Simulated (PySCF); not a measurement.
Fractional electron number in Nb⁻ (niobium, charge -1)

The 5s beta orbital of [Kr] 4d4 5s2 is emptied in steps (occupation f), with all orbitals relaxed, ending at [Kr] 4d4 5s1. All numbers are calculated (PySCF 2.14, scalar relativity through the core potential, in aug-cc-pVTZ-PP with ECP28MDF (6s6p5d3f2g, 88 functions)). The exact energy is a straight line in f; departures are measured from the line between the end points of the same method.

| f | B3LYP (eV) |
| --- | --- |
| 1 | 0.000 |
| 0.9 | -0.132 |
| 0.7 | -0.317 |
| 0.5 | -0.385 |
| 0.3 | -0.328 |
| 0.1 | -0.140 |
| 0 | 0.000 |

```
method  E(f=0) − E(f=1) (eV)  −ε at f=1 (eV)  −ε at f=0.5 (eV)
 B3LYP                 0.844          -0.609             0.810
```

Orbital energy along the path (eV):

```tsv
f	B3LYP
1	0.609
0.9	0.351
0.7	-0.205
0.5	-0.810
0.3	-1.453
0.1	-2.106
0	-2.271
```

At f = 1 the orbital energy is positive for B3LYP: only the finite basis holds the electron.

Reference removal energy between the ground levels: 0.917 eV (measured; photodetachment measurements, as compiled on the Wikipedia data page of electron affinities). The calculation has no spin-orbit coupling.
